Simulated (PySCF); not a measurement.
I2Zn, triplet, geometry from GFN2-xTB of the parent state (such geometries of metal compounds can be far from the true shape) (a higher spin typed on purpose: for a closed-shell molecule this is an excited state) (all electrons, no relativity); PySCF with SVWN5/3-21G.

PySCF was given this input:
```python
from pyscf import gto, scf, dft

mol = gto.Mole()
mol.atom = '''
    Zn   -1.200832   -0.311086   -0.273894
    I     0.174211    1.998421   -1.366024
    I     0.505505   -1.822335    1.521059
'''
mol.basis = '3-21g'
mol.charge = 0
mol.spin = 2
mol.verbose = 3
mol.build()

mf = dft.UKS(mol)
mf.xc = 'lda,vwn'
mf.kernel()
```

Output, abridged:

```
SCF not converged.
SCF energy = -15535.8993728741 after 50 cycles  <S^2> = 2.0009202  2S+1 = 3.0006134
```

Convergence was not reached.
